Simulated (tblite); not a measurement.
C7H9O (doublet state).
SMILES with atom numbers: `[CH2:1]=[CH:2][CH:3][C@@H:4]1[CH:5]=[CH:6][CH2:7][O:8]1` (hydrogens: H9, H10 on C1; H11 on C2; H12 on C3; H13 on C4; H14 on C5; H15 on C6; H16, H17 on C7)
Bond orders are those of one Lewis drawing.

Computed with GFN2-xTB (tblite), gas phase: L-BFGS steps from a force-field or distance-geometry start until the largest atomic force falls under 0.01 eV/Å.

Geometry at step 3:
```
atom  x, y, z in Å
C1      3.2931    0.2170   -0.5099
C2      2.1854   -0.3287    0.0654
C3      0.9477    0.2883    0.1034
C4     -0.2570   -0.3374    0.7205
C5     -1.2392   -0.8469   -0.3135
C6     -2.4010   -0.2402   -0.1620
C7     -2.3209    0.7189    0.9842
O8     -0.9958    0.6254    1.4684
H9      3.2519    1.1871   -0.9773
H10     4.2367   -0.3012   -0.5090
H11     2.2895   -1.3072    0.5257
H12     0.8000    1.2675   -0.3348
H13     0.0263   -1.1610    1.3990
H14    -0.9863   -1.5843   -1.0512
H15    -3.2871   -0.3889   -0.7499
H16    -2.5268    1.7518    0.6708
H17    -3.0237    0.4517    1.7862
```

**Question.** Give the atomic forces at this geometry.

**Answer.** 
| atom | Fx (eV/Å) | Fy (eV/Å) | Fz (eV/Å) |
| --- | --- | --- | --- |
| C1 | 0.219 | 0.104 | -0.122 |
| C2 | -0.208 | 0.006 | 0.083 |
| C3 | 0.027 | -0.201 | 0.008 |
| C4 | -0.050 | -0.068 | -0.024 |
| C5 | 0.018 | 0.011 | -0.032 |
| C6 | 0.051 | 0.008 | -0.015 |
| C7 | -0.136 | 0.024 | -0.059 |
| O8 | -0.009 | 0.011 | 0.034 |
| H9 | 0.043 | -0.061 | 0.018 |
| H10 | -0.046 | 0.070 | -0.025 |
| H11 | -0.120 | 0.081 | -0.017 |
| H12 | 0.063 | -0.132 | 0.064 |
| H13 | 0.131 | 0.035 | -0.059 |
| H14 | 0.133 | -0.007 | 0.056 |
| H15 | -0.060 | 0.074 | 0.058 |
| H16 | -0.036 | 0.014 | 0.016 |
| H17 | -0.023 | 0.031 | 0.016 |

The largest, 0.27 eV/Å, acts on C1; the rms over all components is 0.079 eV/Å. The forces sum to zero within rounding, as they must for an isolated molecule in no field.

**Question.** Give the force on C1 in Eh/bohr and in nN.

**Answer.** 0.271 eV/Å ÷ 51.422 = 0.00528 Eh/bohr, and 0.271 eV/Å × 1.602 = 0.43 nN.

**Question.** How far is this geometry from the end of the optimisation?

**Answer.** 0.015 eV above it, and 0.106 Å rms away after alignment. The bonds farthest from their final lengths, with half the difference of the two atoms' forces along the bond (positive lengthens):

```json
{"bond": "C1=C2", "now (Å)": "1.362", "final (Å)": "1.368", "force along bond (eV/Å)": "+0.24"}
{"bond": "C2–C3", "now (Å)": "1.383", "final (Å)": "1.379", "force along bond (eV/Å)": "-0.15"}
{"bond": "C3–H12", "now (Å)": "1.083", "final (Å)": "1.079", "force along bond (eV/Å)": "+0.02"}
{"bond": "C7–O8", "now (Å)": "1.414", "final (Å)": "1.417", "force along bond (eV/Å)": "+0.08"}
{"bond": "C4–H13", "now (Å)": "1.104", "final (Å)": "1.101", "force along bond (eV/Å)": "-0.03"}
{"bond": "C2–H11", "now (Å)": "1.086", "final (Å)": "1.084", "force along bond (eV/Å)": "-0.05"}
```

The angle farthest from its final value is C3–C4–C5, 112.5° against 110.2°.

What follows is the cost of the whole relaxation. On an Arm Neoverse V2 with one thread, shared host with 96 logical CPUs at a one-minute load of 67, this took 0.34 s wall.
